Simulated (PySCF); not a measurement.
C2H6N2OSi, SMILES C[Si@@H](N)N=C=O.

Geometry: B3LYP-D3(BJ)/def2-SVP. The structure was generated by enumeration; whether it is a known compound was not checked. One conformer was computed; it need not be the lowest.

Method: PBE/def2-TZVP in PySCF.

Isolated molecule, no solvent.

| Quantity | Result |
|---|---|
| total energy | -553.79966 hartree |
| highest occupied level | -6.37 eV |
| lowest empty level | -0.41 eV |
| orbital gap | 5.96 eV |
| dipole moment | 2.68 D |
| quadrupole, principal values (traceless, Buckingham form, about the centre of nuclear charge) | -13.62, 4.57, 9.06 D·Å |
| mean static polarisability | 67.5 bohr³ (10.00 Å³) |
| polarisability, principal values | 53.2, 59.2, 90.0 bohr³ |
